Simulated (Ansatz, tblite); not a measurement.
Cost and result up the ladder for Si(NCO)2Me2 (C₄H₆N₂O₂Si) (15 atoms). Total charge 0; singlet. Geometry: PBE-D4/def2-SVP.

```xyz
15

Si   -0.061   -0.083    0.015
N    -0.589    1.565   -0.127
C    -0.836    2.744   -0.230
O    -1.095    3.894   -0.330
N     1.668   -0.089   -0.145
C     2.864    0.029   -0.281
O     4.035    0.127   -0.410
C    -0.800   -1.076   -1.386
H    -0.455   -2.129   -1.343
H    -0.502   -0.653   -2.366
H    -1.908   -1.069   -1.328
C    -0.510   -0.716    1.716
H    -1.609   -0.694    1.863
H    -0.042   -0.091    2.502
H    -0.161   -1.760    1.849
```

Ansatz on 4 threads of Intel Xeon on a shared host; xTB runs through tblite on one thread. Times are rough, summed over both states, and most runs start from the orbitals of an earlier one. No level here is sound enough to serve as a yardstick. The other state is a doublet.

The xTB rows come from tblite.

Raw xTB energies of ions are shifted by several eV.

```
                         level  functions  wall time  vertical IE (eV)
                      GFN1-xTB         53    0.037 s             14.74
                      GFN2-xTB         47    0.041 s             13.95
           revPBE-D4/def2-TZVP        321       16 s              9.54
PBE-D4/def2-TZVP (with forces)        321       17 s              9.55
```
